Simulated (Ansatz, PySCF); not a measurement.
BiBr2, SMILES [Br][Bi+][Br] (connectivity only; charge and spin as stated), charge +1, multiplicity 1. Atoms are numbered in the order given.

```xyz
3

Bi     0.0000     0.0000     0.7120
Br     0.0000    -1.9710    -0.8991
Br     0.0000     1.9710    -0.8991
```
Charge +1, spin multiplicity 1.

Geometry optimised at B3LYP-D3(BJ)/def2-SVP. The spin state was assumed, not searched. The isomer is the one that the SMILES or the coordinates give; other isomers of the formula were not compared. The def2 effective core potentials stand for the cores of Bi; spin–orbit coupling is left out.

Two levels are set side by side: PBE-D3(BJ)/def2-SVP (Ansatz, a program for electronic structure) and B3LYP-D3(BJ)/def2-SVP (Ansatz). Each level has its own optimised geometry; the coordinates shown are those of the second. Frequencies come from the Hessian of PySCF at each geometry. Differences are taken from unrounded values.

```
quantity                            B3LYP-D3(BJ)  PBE-D3(BJ)  PBE-D3(BJ) minus B3LYP-D3(BJ)
----------------------------------  ------------  ----------  -----------------------------
mean bond length (Å)                       2.546       2.551                          0.006
bond Bi1–Br2 (Å)                           2.546       2.551                          0.006
bond Bi1–Br3 (Å)                           2.546       2.551                          0.006
highest harmonic wavenumber (cm⁻¹)           251         246                             -6
mean harmonic wavenumber (cm⁻¹)              192         188                             -5
zero-point energy (kcal/mol)                0.82        0.81                          -0.02
```
